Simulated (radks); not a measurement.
Species: Mg4+. Configuration: [He] 2p4 3p2 (not the ground configuration).

All-electron calculation, Dirac Kohn-Sham, PBEsol, spin-unpolarised, spherical densities, finite nucleus; open shells fill j = l - 1/2 first; Fermi nuclear charge, rms radius 3.057 fm. Program: a radial shooting solver on a logarithmic mesh with Libxc functionals.

Energy parts (eV):
| part | energy |
|---|---|
| total | -4957.009 |
| kinetic | 4966.765 |
| electron-nucleus | -11090.315 |
| Hartree | 1492.438 |
| exchange-correlation | -325.898 |

Orbitals (lengths in bohr, moments of r in powers of bohr; r(90%) holds 90 % of the orbital's charge):
orbital  occ.  eigenvalue (eV)    <r^2>     <r^4>  r(90%)
1s1/2       2        -1406.422  0.02290  0.001358   0.233
2s1/2       0        -192.5244   0.4526    0.3587   0.960
2p1/2       2        -163.1220   0.3903    0.3103   0.924
2p3/2       2        -162.7084   0.3921    0.3128   0.926
3p1/2       2         -48.8031    3.590     19.84    2.62
3p3/2       0         -48.7330    3.600     19.94    2.62
3d3/2       0         -38.8735    3.476     20.61    2.66
3d5/2       0         -38.8642    3.478     20.63    2.66
4p1/2       0         -22.0037    15.38     332.2    5.25
4p3/2       0         -21.9809    15.41     333.4    5.26

The highest occupied level is 3p1/2 at -48.803 eV. The configuration is held as typed, so some empty levels lie below it. Summed over all electrons, <r^2> = 8.791 bohr^2, which gives a Langevin (diamagnetic) susceptibility term of -6.96 x 10^-6 cm^3/mol.
